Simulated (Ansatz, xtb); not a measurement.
C4H3F2NO2: which of two isomers lies lower

Structure X: `N#C[C@@]1(F)OC[C@@H](F)O1`, a singlet. Structure Y: `FCOc1ocnc1F`, a singlet. Both are isolated molecules in the gas phase, relaxed with PBE0-D3(BJ)/def2-SVP; the shapes shown needn't be the lowest conformers.

X (Å):

```json
{"atom": "C", "x (Å)": "-2.0838", "y (Å)": "-0.8738", "z (Å)": "-0.4005"}
{"atom": "C", "x (Å)": "-0.6776", "y (Å)": "-0.5188", "z (Å)": "-0.7054"}
{"atom": "C", "x (Å)": "0.4837", "y (Å)": "1.3371", "z (Å)": "-1.1829"}
{"atom": "C", "x (Å)": "0.5858", "y (Å)": "1.0700", "z (Å)": "0.3087"}
{"atom": "F", "x (Å)": "-0.0892", "y (Å)": "-1.6067", "z (Å)": "-1.2595"}
{"atom": "F", "x (Å)": "-0.1401", "y (Å)": "1.9715", "z (Å)": "1.0149"}
{"atom": "N", "x (Å)": "-3.1773", "y (Å)": "-1.1496", "z (Å)": "-0.1545"}
{"atom": "O", "x (Å)": "-0.6310", "y (Å)": "0.5458", "z (Å)": "-1.5547"}
{"atom": "O", "x (Å)": "0.0230", "y (Å)": "-0.1947", "z (Å)": "0.4433"}
{"atom": "H", "x (Å)": "0.2649", "y (Å)": "2.3883", "z (Å)": "-1.4045"}
{"atom": "H", "x (Å)": "1.3918", "y (Å)": "1.0118", "z (Å)": "-1.7158"}
{"atom": "H", "x (Å)": "1.6070", "y (Å)": "1.0520", "z (Å)": "0.7167"}
```

Y (Å):

```xyz
12

C     1.4760    1.4863   -1.5479
C     2.3153   -0.2985   -0.3273
C     3.3035   -1.8058    0.8252
C     3.5903   -0.4875   -0.7766
F     1.6209    0.9903   -2.7974
F     4.2075    0.1270   -1.7643
N     4.1997   -1.4432   -0.0290
O     1.2634    0.4614   -0.6351
O     2.1328   -1.1463    0.7018
H     2.3850    2.0573   -1.2903
H     0.5751    2.1146   -1.5056
H     3.3698   -2.5553    1.6104
```

Quicker runs give these differences E(Y) − E(X): GFN2-xTB −0.785 eV; HF/STO-3G +0.905 eV (at GFN2-xTB geometries); r2SCAN-D4/def2-SVP +0.168 eV (at GFN2-xTB geometries).

Estimate which is lower in electronic energy at CCSD(T)/def2-SVP + ΔMP2/def2-TZVPP, and by roughly how much.

The CCSD(T)/def2-SVP + ΔMP2/def2-TZVPP calculation puts structure X lower, by 0.642 eV.

How the difference moves with the method:

| level | geometry | E(Y) − E(X) (eV) | departure from the last row (eV) | job, with rough time for the two |
| --- | --- | --- | --- | --- |
| GFN2-xTB | GFN2-xTB | −0.785 | −1.427 | optimisation, 0.19 s |
| HF/STO-3G | GFN2-xTB | +0.905 | +0.263 | single point, 0.44 s |
| r2SCAN-D4/def2-SVP | GFN2-xTB | +0.168 | −0.474 | single point, 4.2 s |
| PBE0-D3(BJ)/def2-SVP | PBE0-D3(BJ)/def2-SVP | +0.181 | −0.461 | optimisation, 72 s |
| HF/def2-SVP | PBE0-D3(BJ)/def2-SVP | +0.824 | +0.182 | part of the CCSD(T) run |
| MP2/def2-SVP | PBE0-D3(BJ)/def2-SVP | +0.631 | −0.011 | part of the CCSD(T) run |
| CCSD(T)/def2-SVP | PBE0-D3(BJ)/def2-SVP | +0.669 | +0.027 | single point |
| CCSD(T)/def2-SVP + ΔMP2/def2-TZVPP | PBE0-D3(BJ)/def2-SVP | +0.642 |  | single point, 1.9 min |

As drawn, Y has 2 C∷O, 2 C∷N, 1 C∷C in place of 1 C≡N, 2 C–C, 2 C–O (∷ is an aromatic bond). Structure X has a 5-membered ring, Y a 5-membered ring (with an aromatic ring).

GFN2-xTB puts the two in the other order. The largest departure from CCSD(T)/def2-SVP + ΔMP2/def2-TZVPP is that of GFN2-xTB, 1.427 eV. The last row adds to CCSD(T) the change of the MP2 difference between the two basis sets, here −0.027 eV.

With thermal terms from frequencies at re-optimised GFN2-xTB minima (ideal gas, soft modes damped towards free rotors, one conformer each, 298.15 K, 1 atm): the zero-point term adds +0.029 eV; ΔH is +0.668 and ΔG +0.669 eV.

The correlated steps freeze 9 core orbitals. Mirror images aren't counted in ΔG. Run with Ansatz 0.2.0, xtb 6.7.1; the last row on 4 threads of Arm Neoverse V1 on a shared host.
